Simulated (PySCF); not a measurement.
A mixed set of molecules.

All values: CAM-B3LYP/def2-SVPD (PySCF) at GFN2-xTB geometries, gas phase, one conformer each. Core orbitals are frozen in the response; Δα² is half the sum of the squared differences of the principal polarisabilities.

Question: Rank by HOMO energy, lowest first.
A. `[H]/N=C\CO[SiH2]C#C`
B. `C=C1[SiH2][C@H]1C(N)=O`
C. `C[Si@@]1(F)C[C@@H](F)CS1`
D. `C[C@@](F)([SiH3])C(=S)CF`
E. `N#C[C@@H]1C[C@H]1[SiH2]O`

Answer: E (-9.67 eV), A (-8.94 eV), C (-8.59 eV), B (-8.42 eV), D (-8.20 eV).

Question: Rank by polarisability anisotropy Δα, lowest first.
A. `[N:1]#[C:2][C@@H:3]1[CH2:4][C@H:5]1[SiH2:6][OH:7]` with C4–C5–Si6–O7 36°, C5–Si6–O7–H -179°
B. `[CH3:1]/[CH:2]=[C:3](\[C:4]#[N:5])[O:6][SiH3:7]` with C2–C3–O6–Si7 -3°
C. `[CH3:1][Si@@:2]1([F:3])[CH2:4][C@@H:5]([F:6])[CH2:7][S:8]1` with C1–Si2–C4–C5 143°, Si2–C4–C5–F6 -165°, C4–C5–C7–S8 55°, C5–C7–S8–Si2 -34°
D. `[CH3:1][C@@:2]([F:3])([SiH3:4])[C:5](=[S:6])[CH2:7][F:8]` with C1–C2–C5–S6 -37°, C2–C5–C7–F8 49°

Answer: C (3.24 Å³), D (3.81 Å³), A (4.48 Å³), B (4.77 Å³).

All values together:

| SMILES | formula | μ (D) | HOMO (eV) | LUMO (eV) | α (Å³) | Δα (Å³) | electrons | α per electron (Å³) |
| --- | --- | --- | --- | --- | --- | --- | --- | --- |
| C=C1[SiH2][C@H]1C(N)=O | C4H7NOSi | 4.33 | -8.42 | 0.10 | 12.86 | 3.45 | 60 | 0.214 |
| C[Si@@]1(F)C[C@@H](F)CS1 | C4H8F2SSi | 2.04 | -8.59 | 0.82 | 13.12 | 3.24 | 80 | 0.164 |
| [H]/N=C\CO[SiH2]C#C | C4H7NOSi | 3.34 | -8.94 | 0.33 | 11.91 | 3.78 | 60 | 0.199 |
| C/C=C(\C#N)O[SiH3] | C4H7NOSi | 4.59 | -8.67 | -0.06 | 12.10 | 4.77 | 60 | 0.202 |
| N#C[C@@H]1C[C@H]1[SiH2]O | C4H7NOSi | 5.35 | -9.67 | 0.41 | 11.38 | 4.48 | 60 | 0.190 |
| C[C@@](F)([SiH3])C(=S)CF | C4H8F2SSi | 1.06 | -8.20 | -1.60 | 14.48 | 3.81 | 80 | 0.181 |

Conformers: `[CH2:1]=[C:2]1[SiH2:3][C@H:4]1[C:5]([NH2:6])=[O:7]` with Si3–C4–C5–N6 58°, C4–C5–N6–H 174° and 20°; `[CH3:1][Si@@:2]1([F:3])[CH2:4][C@@H:5]([F:6])[CH2:7][S:8]1` with C1–Si2–C4–C5 143°, Si2–C4–C5–F6 -165°, C4–C5–C7–S8 55°, C5–C7–S8–Si2 -34°; `[H]/[N:7]=[CH:6]\[CH2:5][O:4][SiH2:3][C:2]#[CH:1]` with C2–Si3–O4–C5 57°, Si3–O4–C5–C6 -179°, O4–C5–C6–N7 2°; `[CH3:1]/[CH:2]=[C:3](\[C:4]#[N:5])[O:6][SiH3:7]` with C2–C3–O6–Si7 -3°; `[N:1]#[C:2][C@@H:3]1[CH2:4][C@H:5]1[SiH2:6][OH:7]` with C4–C5–Si6–O7 36°, C5–Si6–O7–H -179°; `[CH3:1][C@@:2]([F:3])([SiH3:4])[C:5](=[S:6])[CH2:7][F:8]` with C1–C2–C5–S6 -37°, C2–C5–C7–F8 49°.

Q: How closely does the mean polarisability follow the number of electrons in this set?

A: The correlation coefficient is 0.81; α per electron runs from 0.164 to 0.214 Å³.
